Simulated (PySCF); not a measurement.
An unknown is described by computed data only.

Formula: C5H6P2.

* UV, first state: lowest singlet excitation: 4.25 eV (292 nm, f = 0.019) [TDDFT CAM-B3LYP/def2-SVPD]
* NMR, other nuclei: isotropic shieldings of nuclei other than C and H, by class: 48 (2 P) ppm [GIAO PBE0/pcSseg-1]
* Polarisability: 106.2 au [CAM-B3LYP/def2-SVPD]
* Triplet: lowest triplet excitation (Tamm–Dancoff): 2.93 eV [TDA CAM-B3LYP/def2-SVPD]
* 1H NMR: chemical shifts (computed TMS as zero) by class: 10.71 (1 H), 9.17 (2 H), 2.78 (3 H) ppm [GIAO PBE0/pcSseg-1]
* 13C NMR: chemical shifts (computed TMS as zero) by class: 190.7 (1 C), 161.9 (2 C), 147.1 (1 C), 31.7 (1 C) ppm [GIAO PBE0/pcSseg-1]
* Rotational structure: rotational constants A, B, C: 2.513, 1.856, 1.075 GHz [GFN2-xTB]
* Dipole: 1.86 D [CAM-B3LYP/def2-SVPD]

The electronic properties come from PySCF, for the isolated species, density fitting. Levels stand in brackets. Isolated species at its GFN2-xTB geometry, gas phase. NMR values are class means; diastereotopic atoms form classes of their own.

Task: Propose a structure and show how it fits.

Result: Numbering: `[CH3:1][c:2]1[cH:3][p:4][cH:5][p:6][cH:7]1`. 5 carbons fall into 4 classes; from least to most shielded: aromatic CH carbon [C5] (190.7 ppm), aromatic CH carbon [C3/C7] (161.9 ppm, 2 C), substituted aromatic carbon [C2] (147.1 ppm), benzylic-type carbon [C1] (31.7 ppm). Hydrogen classes from least to most shielded: 1 H on an aromatic CH carbon, C5 (10.71 ppm), 2 H on 2 aromatic CH carbons, C3/C7 (9.17 ppm), 3 H on a benzylic-type carbon, C1 (2.78 ppm, a mean of values up to 0.9 ppm apart in this geometry). The other shieldings belong to: 48 ppm, phosphorus bonded to 2 C [P4/P6]. S1 is mainly HOMO−1→LUMO (weight 0.98); the largest Löwdin shares of the orbital it empties are 0.36 on each of 2 atoms of one kind (phosphorus bonded to 2 C), 0.11 on an aromatic CH carbon and 0.06 on an aromatic CH carbon, of the orbital it fills 0.24 on a phosphorus bonded to 2 C, 0.19 on a phosphorus bonded to 2 C, 0.18 on an aromatic CH carbon and 0.17 on an aromatic CH carbon. By its constants the optimised geometry is an asymmetric top. Structure: `Cc1cpcpc1`. Computed isomers that give other values at the same levels: `Cc1ccpcp1` (13C chemical shifts (computed TMS as zero) by class: 196.9 (1 C), 177.7 (1 C), 162.1 (1 C), 139.8 (1 C), 29.8 (1 C) ppm); `C#CCP(P)C#C` (13C chemical shifts (computed TMS as zero) by class: 103.2 (1 C), 88.2 (1 C), 83.9 (1 C), 78.7 (1 C), 23.6 (1 C) ppm). The assignments are read from this structure; whether some other isomer fits the data as well wasn't checked.
